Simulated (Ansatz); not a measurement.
Total energies of InH3 from Ansatz at PBE0-D4/def2-TZVPD, gas phase (1 Eh = 27.2114 eV = 2625.5 kJ/mol). The reference geometry is relaxed at PBE0-D4/def2-TZVP.

| state | geometry | energy (Eh) |
| --- | --- | --- |
| charge 0 singlet | reference | -191.88644 |
| charge -1 doublet | reference | -191.90000 |
| free In atom (doublet) | – | -190.11403 |
| free H atom (doublet) | – | -0.50104 |

In the def2 sets In takes a core potential; there is no spin–orbit coupling.

**Question.** Work out the vertical electron affinity, to the doublet.

**Answer.** E(charge 0 singlet) − E(charge -1 doublet) = -191.88644 − (-191.90000) = 0.01356 Eh = 0.37 eV.

**Question.** What is the binding energy per atom against free atoms?

**Answer.** Atoms: 1 × (-190.11403) + 3 × (-0.50104) = -191.61715 Eh. Binding: -191.61715 − (-191.88644) = 0.26929 Eh = 7.33 eV, or 1.83 eV for each of 4 atoms (no zero-point energy, no counterpoise term).

At PBE0-D4/def2-TZVPD the highest occupied level of the charge -1 doublet lies above zero (up to 1.24 eV). By energy differences its removal costs 0.37 eV (vertical, to the charge 0 singlet, at PBE0-D4/def2-TZVPD); a positive level beside a positive removal energy at the same level points to self-interaction error.
